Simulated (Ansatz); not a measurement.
FGaGeH4O, SMILES `[F][GaH][O][GeH3]` at its PBE0-D4/def2-TZVP geometry, where that method's forces vanish. Total charge 0; spin multiplicity 1.

```csv
atom,x (Å),y (Å),z (Å)
F1,-0.201,0.890,2.202
Ga2,0.178,-0.733,1.642
O3,0.202,-0.857,-0.113
Ge4,-0.099,0.401,-1.339
H5,0.446,-1.869,2.644
H6,-1.526,0.947,-1.167
H7,0.062,-0.306,-2.693
H8,0.938,1.526,-1.177
```

**Question.** For each bond, give half the difference of the two atoms' forces along it (eV/Å; positive pushes the atoms apart) under PBE-D4, r2SCAN-D4, B3LYP-D4, ωB97M-V in def2-TZVPP. (An estimate is asked.)

**Answer.** Computed: 
| bond | length (Å) | PBE-D4 | r2SCAN-D4 | B3LYP-D4 | ωB97M-V |
| --- | --- | --- | --- | --- | --- |
| F1–Ga2 | 1.758 | 0.42 | 0.01 | 0.25 | 0.13 |
| Ga2–O3 | 1.760 | 0.21 | 0.06 | 0.11 | 0.07 |
| Ga2–H5 | 1.539 | -0.20 | -0.15 | -0.21 | -0.22 |
| O3–Ge4 | 1.781 | 0.36 | 0.10 | 0.21 | 0.10 |
| Ge4–H6 | 1.538 | 0.00 | -0.06 | -0.04 | -0.08 |
| Ge4–H7 | 1.536 | 0.05 | -0.04 | -0.06 | -0.10 |
| Ge4–H8 | 1.538 | 0.00 | -0.06 | -0.04 | -0.09 |

B3LYP here is the variant with VWN-RPA as its local correlation; programs differ in this.
